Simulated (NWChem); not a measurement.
Molecule: CdH2O; SMILES [OH][CdH]

```xyz
4

Cd    -0.0040     0.2840     0.0000
H     -0.0464     1.9265     0.0000
O     -0.0696    -1.6816     0.0000
H      0.7948    -2.1058     0.0000
```
Atoms are numbered in this order, from 1.

The geometry was optimised at PBE0/def2-SVP. def2 effective core potentials on Cd; no spin-orbit coupling.

Symmetry labels are those of Cs in the frame above (b1 and b2, or b-type labels, depend on it).

Q: List the 4 lowest vertical singlet excitations from CAM-B3LYP/def2-SVP with def2 effective core potentials on Cd, full TDDFT (NWChem).

A: 
```json
[
 {"state": "S1", "energy (eV)": "5.51", "oscillator strength": "0.022", "symmetry": "a\"", "leading excitation (squared amplitude)": "HOMO → LUMO (0.68)"},
 {"state": "S2", "energy (eV)": "6.09", "oscillator strength": "0.007", "symmetry": "a\"", "leading excitation (squared amplitude)": "HOMO → LUMO+2 (0.68)"},
 {"state": "S3", "energy (eV)": "6.11", "oscillator strength": "0.009", "symmetry": "a'", "leading excitation (squared amplitude)": "HOMO → LUMO+1 (0.53)"},
 {"state": "S4", "energy (eV)": "6.52", "oscillator strength": "0.001", "symmetry": "a\"", "leading excitation (squared amplitude)": "HOMO−1 → LUMO+1 (0.99)"}
]
```
